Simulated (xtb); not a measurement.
Br3Ga, charge -1, doublet, at a GFN2-xTB geometry (such geometries of metal compounds can be far from the true shape) (a state made from the parent by changing its charge; the spin is typed, not shown lowest), atoms displaced at random by about 0.1 Å a coordinate. Base run: GFN2-xTB (xtb).

The xtb input:
```
$ xtb mol.xyz --gfn 2 --chrg -1 --uhf 1 --opt --json

# file mol.xyz
4

Ga    -0.21040025    -0.58162213    -0.16276657
Br     2.39034710    -0.34804159    -0.62450210
Br    -0.91481549    -1.06604802     2.14621849
Br    -1.32285928     1.44062894    -1.27429047
```

The base run was repeated with changes; each row names its change, and settings that it needs were set with it.

| change | ΔE vs base (kcal/mol) | optimiser steps |
|---|---|---|
| base | 0.000 | 8 |
| engine = lbfgs | 0.000 | - |
| opt level = crude | 0.068 | 4 |
| alpb = dmso | -47.78 | 9 |
| alpb = methanol | -46.05 | 7 |
| opt level = vtight | 0.000 | 10 |
| opt level = sloppy | 0.007 | 5 |
| opt level = extreme | 0.000 | 10 |
| opt level = lax | 0.000 | 8 |
| opt level = tight | 0.000 | 9 |
